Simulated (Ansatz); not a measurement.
Cd(SeH)(SiH3) (CdH₄SeSi), SMILES [SiH3][Cd][SeH].

The structure is a stationary point at B3LYP-D3(BJ)/def2-SVP. The def2 effective core potentials stand for the cores of Cd; spin–orbit coupling is left out. Other conformers were not sampled.

Two levels are set side by side: PBE/def2-SVPD (Ansatz, a quantum-chemistry and plane-wave program) and CAM-B3LYP/def2-SVPD (Ansatz). Energy differences of separate SCF runs at the same geometry; the states with an electron removed or added have multiplicity 2 and 2. Differences are taken from unrounded values.

```json
[
 {"quantity": "vertical ionisation energy (eV)", "CAM-B3LYP": "8.77", "PBE": "8.64", "PBE minus CAM-B3LYP": "-0.12"},
 {"quantity": "vertical singlet–triplet gap (eV)", "CAM-B3LYP": "4.43", "PBE": "4.12", "PBE minus CAM-B3LYP": "-0.30"}
]
```
